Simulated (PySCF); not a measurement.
boron monoxide dimer (B2O2), SMILES O=BB=O. Atoms are numbered in the order given.

```xyz
4

O      0.0000     0.0000    -2.0168
B      0.0000     0.0000    -0.8202
B      0.0000     0.0000     0.8202
O      0.0000     0.0000     2.0168
```

Coordinates come from a PBE0-D3(BJ)/def2-TZVP optimisation. One conformer was computed; it need not be the lowest.

Two levels are set side by side: PBE/pcJ-1 (PySCF) and PBE0/pcJ-1 (PySCF). One-bond couplings, all four terms, same geometry. Isotopes: 11B, 17O. Differences are taken from unrounded values.

| quantity | PBE0 |
|---|---|
| ¹J(B2,B3) (Hz) | 212.9 |

Task: What does PBE give, and how far is it from PBE0? (An estimate is asked for; the answer gives what the named calculation found.)

Result: 
```json
[
 {"quantity": "¹J(B2,B3) (Hz)", "PBE": "204.5", "PBE minus PBE0": "-8.4"}
]
```

Rough cost on one machine, each run with all the roots and properties that it gave: PBE0 against PBE within a factor of 2.
